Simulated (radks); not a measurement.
Problem. The mean radii <r> (bohr) of the occupied orbitals of an atom or ion are listed with their occupations. All-electron calculation, scalar-relativistic Kohn-Sham, LDA (Slater exchange, VWN5 correlation), spin-polarised, spherical densities, finite nucleus; Fermi nuclear charge, rms radius of each element as measured or else 0.836 A^(1/3) + 0.57 fm. Program: a radial shooting solver on a logarithmic mesh with Libxc functionals.

orbital  occ.      <r>
1s up       1  0.05182
1s down     1  0.05181
2s up       1   0.2131

Name the element and its charge. Open shells, if any, are filled with parallel spins first.

Solution. Z = 29, copper, charge +26: Cu26+ in [He] 2s1. The 1s radius gives Z: for a bare nucleus <r> = (2 gamma + 1)/(2Z) with gamma = sqrt(1 - (Z/c)^2), 0.05094 bohr for Z = 29, and screening makes it slightly larger (0.05182 here). The occupations add up to 3, and the charge is Z minus that.
